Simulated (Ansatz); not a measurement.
Consider the ligand exchange at the Si–C bond: `C/C=N/C[SiH3]` + `CC(N)O` → `CC(O)N[SiH3]` + `C/C=N/C`.

Gas-phase electronic energies from Ansatz, PBE0-D4/def2-TZVP geometries. CCSD(T)/CBS adds triple-zeta CCSD(T) − MP2 to the extrapolated MP2 energy (def2 sets, frozen cores). Double bonds are as drawn, so ΔE can hold a change between cis and trans. DFT in def2-TZVPP. B3LYP here is the variant with VWN-RPA as its local correlation; programs differ in this. Each species was taken in one conformer, which may not be the lowest.

Q: Is it downhill or uphill in electronic energy at CCSD(T)/CBS, and by how much? (Best estimate.)

A: Ansatz gave: Downhill: ΔE = -53.6 kJ/mol.

Q: What do these levels give: ωB97X-V, B2PLYP, r2SCAN, PBE0, B3LYP, HF/def2-TZVPP, MP2/def2-TZVPP, SCS-MP2/def2-TZVPP, MP2/def2-QZVPP, SCS-MP2/def2-QZVPP, HF/CBS(def2), MP2/CBS(def2)? (An estimate is asked.)

A: Ansatz gave: ωB97X-V -53.7, B2PLYP -55.1, r2SCAN -52.1, PBE0 -49.2, B3LYP -54.2, HF/def2-TZVPP -64.1, MP2/def2-TZVPP -55.0, SCS-MP2/def2-TZVPP -57.1, MP2/def2-QZVPP -55.2, SCS-MP2/def2-QZVPP -57.3, HF/CBS(def2) -65.0, MP2/CBS(def2) -55.0 kJ/mol.

Largest T1 diagnostic among the species: 0.012.

In def2-TZVPP, CCSD(T) changes the Hartree–Fock value by +10.5 kJ/mol (the triples alone add +1.6 kJ/mol) and MP2 by +9.1 kJ/mol. From PBE to PBE0 (25 % exact exchange), in def2-TZVPP and without D4, ΔE moves by −3.7 kJ/mol.
